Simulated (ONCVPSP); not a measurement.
## Wu-Cohen ONCV dataset for strontium (Sr), scalar-relativistic all-electron reference.

ONCVPSP 4.0.1 was run on this input:

```
# ATOM AND REFERENCE CONFIGURATION
# atsym  z   nc   nv     iexc    psfile
  Sr 38.00    8    1  -118130      upf
#
#   n    l    f
    1    0    2.00
    2    0    2.00
    2    1    6.00
    3    0    2.00
    3    1    6.00
    3    2   10.00
    4    0    2.00
    4    1    6.00
    5    0    1.50
#
# PSEUDOPOTENTIAL AND OPTIMIZATION
# lmax
    2
#
#   l,   rc,      ep,       ncon, nbas, qcut
    0    2.80    0.00    4    9    2.80
    1    2.65    0.06    4    7    2.90
    2    2.95    0.15    4    8    3.20
#
# LOCAL POTENTIAL
# lloc, lpopt,  rc(5),   dvloc0
    4    5    2.60    4.00
#
# VANDERBILT-KLEINMAN-BYLANDER PROJECTORs
# l, nproj, debl
    0    2    1.00
    1    2    1.70
    2    2    3.40
#
# MODEL CORE CHARGE
# icmod, fcfact, rcfact
    1    0.75    0.00
#
# LOG DERIVATIVE ANALYSIS
# epsh1, epsh2, depsh
   -2.00    5.00    0.02
#
# OUTPUT GRID
# rlmax, drl
    6.00    0.01
#
# TEST CONFIGURATIONS
# ncnf
    4
# nvcnf
#   n    l    f
    1
    5    0    2.00
#
    1
    5    0    1.00
#
    2
    5    0    1.00
    5    1    1.00
#
    2
    5    0    1.00
    4    2    1.00
#
```

Command:

```bash
oncvpsp.x < Sr.dat > Sr.out
```

The program printed (shortened: citation, most of the input echo, consistency checks and plot data are left out):

```
ONCVPSP  (Optimized Norm-Conservinng Vanderbilt PSeudopotential)
scalar-relativistic version 4.0.1

#   n    l    f        energy (Ha)
    1    0    2.00    -5.8569129E+02
    2    0    2.00    -7.9400384E+01
    2    1    6.00    -7.0585195E+01
    3    0    2.00    -1.2366777E+01
    3    1    6.00    -9.5216367E+00
    3    2   10.00    -4.8177568E+00
    4    0    2.00    -1.6140867E+00
    4    1    6.00    -9.4882664E-01
    5    0    1.50    -2.1568021E-01

Reference configufation results
  iterations    25
  all-electron total energy (Ha)   -3.17883635D+03

Begin loop to  construct optimized pseudo wave functions
and semi-local pseudopoentials for all angular momenta

   Wellstate for l =  0  n =  6
     eigenvalue =   0.7843
     asymptotic potential =   1.2843
     half-point radius =  4.4912

Calculating optimized projector #   1

 for l=   0

    Fraction of norm inside rc  0.163906
    Optimizing pswf for qcut=   2.79 a_B^-1,  ecut=   3.90 Ha

optimize: ERROR ps0norm > uunorm, code will stop
```

The run stopped because the continuity conditions at rc already need more norm inside rc than the all-electron wave has, so norm conservation cannot be met.

The run took about 0.51 s on one core of a shared server CPU.
